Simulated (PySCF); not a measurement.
C5H3F3NO (doublet state).
Z-matrix (Å and degrees, GFN2-xTB geometry), rows numbered from 1:
```
N 
C   1  1.3639
O   2  1.2215  1  123.43
C   2  1.4195  1  115.77  3  -177.20
C   4  1.3002  2  153.20  1  -118.77
C   5  1.4614  4  125.37  2    18.01
F   6  1.3415  5  117.33  4     4.52
C   6  1.3357  5  123.96  4  -175.63
F   8  1.3214  6  126.04  5   179.99
F   8  1.3269  6  122.96  5    -0.34
H   1  1.0069  2  117.26  3    -9.31
H   1  1.0046  2  121.24  3  -169.44
H   5  1.0855  4  120.87  2  -163.39
```

The hyperfine couplings belong to this conformer and change with its torsions.

The species is `NC(=O)/[C]=C\C(F)=C(F)F` [radical].

Method used: UKS B3LYP, pcH-1 on C F H N O, non-relativistic, mean-field spin-orbit, GIAO in PySCF. Geometry: GFN2-xTB, one conformer, isolated molecule. The geometry wasn't refined by DFT: couplings that depend on bond lengths, twists or pyramidal angles can differ widely from those at the functional's own minimum. The frame is twisted about the C2–C4 bond at this geometry (dihedral O3–C2–C4–C5 = 64°); couplings at other torsion angles weren't computed. No stability test was run, so a lower SCF solution isn't excluded.

Task: Give the principal g shifts and their parts.

Result: 
| Δg (ppm) | 1 | 2 | 3 |
| --- | --- | --- | --- |
| relativistic mass correction | -180 | -180 | -180 |
| gauge correction | 3 | 40 | 21 |
| orbital Zeeman/spin–orbit | -353 | 1036 | 2214 |
| total | -530 | 895 | 2054 |

So g = 2.00179, 2.00321, 2.00437 and g_iso = 2.00313; the tensor is rhombic: the two nearest values differ by 45 % of g3 − g1. Axes: g3 points within 11° of the C2–O3 bond.

Task: What are the electron Larmor frequencies g μB B/h along the three axes at 340 mT?

Result: 9.5260, 9.5327, 9.5383 GHz for g1, g2 and g3, a range of 12.3 MHz.

Task: What effective moment and Curie constant follow for a powder?

Result: With the mean of g² = 4.0125 and S(S+1) = 0.75: μ_eff = √(⟨g²⟩S(S+1)) = 1.735 μB and χT = 0.12505·⟨g²⟩·S(S+1) = 0.376 cm³ K/mol (cgs; spin-Hamiltonian part alone).

Task: Average each term over the three axes. Which is largest in size?

Result: The orbital-Zeeman/spin–orbit term 965, the mass correction -180 and the gauge correction 21 ppm, for a total of 807 ppm. The orbital-Zeeman/spin–orbit term is the largest in size. The mass correction is the same along every axis, so the anisotropy comes from the other two: their spans along these axes are 37 (gauge) and 2567 ppm (orbital Zeeman/spin–orbit).

Task: In a frozen sample, at which fields do the three g values resonate at 9.5, 34, 94 and 263 GHz (hyperfine left aside), and which band first spreads them over more than twice a line width of 1.0 mT?

Result: 
| band | GHz | B(g3) mT | B(g2) mT | B(g1) mT | spread mT |
| --- | --- | --- | --- | --- | --- |
| X | 9.5 | 338.64 | 338.83 | 339.07 | 0.44 |
| Q | 34.0 | 1211.96 | 1212.66 | 1213.53 | 1.56 |
| W | 94.0 | 3350.72 | 3352.65 | 3355.04 | 4.33 |
| J | 263.0 | 9374.88 | 9380.30 | 9386.98 | 12.10 |

The spread grows in proportion to the frequency. W band is the first where it exceeds 2.0 mT.

The Mulliken spin populations are largest on C4 (+0.94), O3 (+0.16), C5 (-0.16) and C6 (+0.08).

The HOMO–LUMO gaps are 5.32 eV among the α and 3.40 eV among the β orbitals.
